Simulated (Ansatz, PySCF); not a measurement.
C₄H₄N, SMILES [N]1C=CC=C1, multiplicity 2. Atoms are numbered in the order given.

```xyz
9

C      0.2304     1.1327     0.2972
C      1.1383     0.0703    -0.1370
N      0.5003    -1.0861    -0.3847
C     -0.7922    -0.8218    -0.1292
C     -1.0099     0.5596     0.3022
H      0.5040     2.1559     0.5565
H      2.2226     0.1554    -0.2622
H     -1.5605    -1.5927    -0.2469
H     -1.9647     1.0151     0.5665
```
Charge 0, spin multiplicity 2.

The structure is a stationary point at r2SCAN-D4/def2-SVP. The isomer is the one that the SMILES or the coordinates give; other isomers of the formula were not compared.

Two levels are set side by side: PBE-D3(BJ)/def2-SVP (Ansatz, a quantum-chemistry and plane-wave program) and r2SCAN-D4/def2-SVP (Ansatz). Each level has its own optimised geometry; the coordinates shown are those of the second. Frequencies come from the Hessian of PySCF at each geometry. Differences are taken from unrounded values.

```json
[
 {"quantity": "mean bond length (Å)", "r2SCAN-D4": "1.261", "PBE-D3(BJ)": "1.268", "PBE-D3(BJ) minus r2SCAN-D4": "0.007"},
 {"quantity": "bond C1–C2 (Å)", "r2SCAN-D4": "1.463", "PBE-D3(BJ)": "1.468", "PBE-D3(BJ) minus r2SCAN-D4": "0.004"},
 {"quantity": "bond C1–C5 (Å)", "r2SCAN-D4": "1.366", "PBE-D3(BJ)": "1.374", "PBE-D3(BJ) minus r2SCAN-D4": "0.008"},
 {"quantity": "bond C2–N3 (Å)", "r2SCAN-D4": "1.344", "PBE-D3(BJ)": "1.351", "PBE-D3(BJ) minus r2SCAN-D4": "0.007"},
 {"quantity": "bond N3–C4 (Å)", "r2SCAN-D4": "1.344", "PBE-D3(BJ)": "1.351", "PBE-D3(BJ) minus r2SCAN-D4": "0.007"},
 {"quantity": "bond C4–C5 (Å)", "r2SCAN-D4": "1.463", "PBE-D3(BJ)": "1.468", "PBE-D3(BJ) minus r2SCAN-D4": "0.004"},
 {"quantity": "bond C1–H6 (Å)", "r2SCAN-D4": "1.090", "PBE-D3(BJ)": "1.097", "PBE-D3(BJ) minus r2SCAN-D4": "0.007"},
 {"quantity": "bond C2–H7 (Å)", "r2SCAN-D4": "1.095", "PBE-D3(BJ)": "1.102", "PBE-D3(BJ) minus r2SCAN-D4": "0.007"},
 {"quantity": "bond C4–H8 (Å)", "r2SCAN-D4": "1.095", "PBE-D3(BJ)": "1.102", "PBE-D3(BJ) minus r2SCAN-D4": "0.007"},
 {"quantity": "bond C5–H9 (Å)", "r2SCAN-D4": "1.090", "PBE-D3(BJ)": "1.097", "PBE-D3(BJ) minus r2SCAN-D4": "0.007"},
 {"quantity": "highest harmonic wavenumber (cm⁻¹)", "r2SCAN-D4": "3254", "PBE-D3(BJ)": "3188", "PBE-D3(BJ) minus r2SCAN-D4": "-66"},
 {"quantity": "mean harmonic wavenumber (cm⁻¹)", "r2SCAN-D4": "1418", "PBE-D3(BJ)": "1381", "PBE-D3(BJ) minus r2SCAN-D4": "-37"},
 {"quantity": "zero-point energy (kcal/mol)", "r2SCAN-D4": "42.57", "PBE-D3(BJ)": "41.47", "PBE-D3(BJ) minus r2SCAN-D4": "-1.10"}
]
```
